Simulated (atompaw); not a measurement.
## Logarithmic derivatives: Zr (Z = 40), PAW (atompaw)

```json
{
  "Element": "Zr",
  "Generator": "atompaw 4.2.0.5",
  "Type": "PAW",
  "Functional": "PBE",
  "Relativity": "scalar-relativistic",
  "Frozen core": "[Ar] 3d10",
  "Valence charge": "12",
  "Reference configuration": "4s2 4p6 4d2 5s1.75 5p0.25",
  "Partial waves": "4s (bound): rc 2.02 bohr; 5s (bound): rc 3.66 bohr; 4p (bound): rc 2.42 bohr; 5p (bound): rc 3.66 bohr; 4d (bound): rc 3.66 bohr; 4d channel at 1 Ry: rc 3.66 bohr",
  "Local potential": "troulliermartins scheme with l = 3 at 0.5 Ry, radius 3.52 bohr",
  "Core correction": "smooth core density matched at 2.80 bohr",
  "Augmentation charge": "sinc compensation charge, radius 2.86 bohr; PAW radius 3.66 bohr; waves and projectors: custom polynom2 7 10 vanderbiltortho"
}
```

The phase is arctan(r·u′/u) with u = r·R(r), unwrapped; energies in Ry, scanned from -6 to 5 Ry. A pole is an energy at which the radial function vanishes at the test radius. The pseudo phase is shifted by a multiple of π to meet the all-electron one at the reference energy, and phase errors are pseudo minus all-electron; the curves can meet again beyond the range given. Levels narrower than the energy grid can be missing from the lists of poles. n/a: not evaluated, since a narrow level or a reset projector energy made the automatic matching unsafe.

Problem. For each channel, where are the poles, and over which energies does the pseudopotential scatter like the atom?

Solution.

```
channel  radius (bohr)  reference energy (Ry)  poles, all-electron  poles, pseudo  unbroken range about the reference energy with phases within 0.05 rad  phase error 1 Ry above the reference energy (rad)
      s           3.67                  -0.34           0.53, 4.83     0.50, 3.38                                                                    n/a                                                n/a
      p           3.67                  -0.12                 1.24     0.94, 2.41                                                                    n/a                                                n/a
      d           3.67                  -0.28          -0.12, 2.66    -0.12, 3.16                                                              below 2.8                                             +0.007
```

Phases in the d channel:

| E (Ry) | all-electron | pseudo |
| --- | --- | --- |
| -6.00 | 1.459 | 1.462 |
| -5.76 | 1.456 | 1.460 |
| -5.52 | 1.454 | 1.458 |
| -5.28 | 1.451 | 1.455 |
| -5.04 | 1.448 | 1.452 |
| -4.80 | 1.445 | 1.450 |
| -4.56 | 1.442 | 1.446 |
| -4.32 | 1.438 | 1.443 |
| -4.08 | 1.434 | 1.439 |
| -3.84 | 1.430 | 1.435 |
| -3.60 | 1.425 | 1.431 |
| -3.36 | 1.420 | 1.426 |
| -3.12 | 1.414 | 1.420 |
| -2.88 | 1.407 | 1.414 |
| -2.64 | 1.400 | 1.406 |
| -2.40 | 1.391 | 1.398 |
| -2.16 | 1.380 | 1.388 |
| -1.92 | 1.368 | 1.376 |
| -1.68 | 1.352 | 1.360 |
| -1.44 | 1.331 | 1.341 |
| -1.20 | 1.303 | 1.313 |
| -0.96 | 1.258 | 1.269 |
| -0.72 | 1.171 | 1.184 |
| -0.48 | 0.845 | 0.864 |
| -0.24 | -1.291 | -1.290 |
| 0.00 | -1.686 | -1.679 |
| 0.24 | -1.822 | -1.814 |
| 0.48 | -1.958 | -1.949 |
| 0.72 | -2.188 | -2.181 |
| 0.96 | -2.764 | -2.764 |
| 1.20 | -3.770 | -3.759 |
| 1.44 | -4.268 | -4.246 |
| 1.68 | -4.464 | -4.438 |
| 1.92 | -4.565 | -4.535 |
| 2.16 | -4.628 | -4.595 |
| 2.40 | -4.673 | -4.635 |
| 2.64 | -4.710 | -4.665 |
| 2.88 | -4.742 | -4.689 |
| 3.12 | -4.772 | -4.710 |
| 3.36 | -4.805 | -4.727 |
| 3.60 | -4.843 | -4.744 |
| 3.84 | -4.893 | -4.760 |
| 4.08 | -4.970 | -4.776 |
| 4.32 | -5.113 | -4.794 |
| 4.56 | -5.483 | -4.816 |
| 4.80 | -6.561 | -4.842 |
